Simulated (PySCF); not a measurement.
A structure optimised at B3LYP-D3(BJ)/def2-SVP, used in a PySCF frequency run:

```xyz
12

O     -0.0683     1.8495    -0.1694
C     -0.0361     0.5077    -0.5386
C      1.2997    -0.0607    -0.0460
F      2.3071     0.5347    -0.6927
F      1.4734     0.1267     1.2612
F      1.3647    -1.3769    -0.2972
C     -1.2599    -0.2409     0.0138
F     -1.3692    -1.4635    -0.5118
F     -2.3636     0.4575    -0.3335
F     -1.2492    -0.3474     1.3416
H     -0.8914     2.2384    -0.4942
H     -0.0515     0.3495    -1.6345
```

**Question.** Write its SMILES and formula.

**Answer.** OC(C(F)(F)F)C(F)(F)F, C3H2F6O

**Question.** What are its rotational constants (standard atomic weights)?

**Answer.** 2.1029, 1.0542, 0.93238 GHz
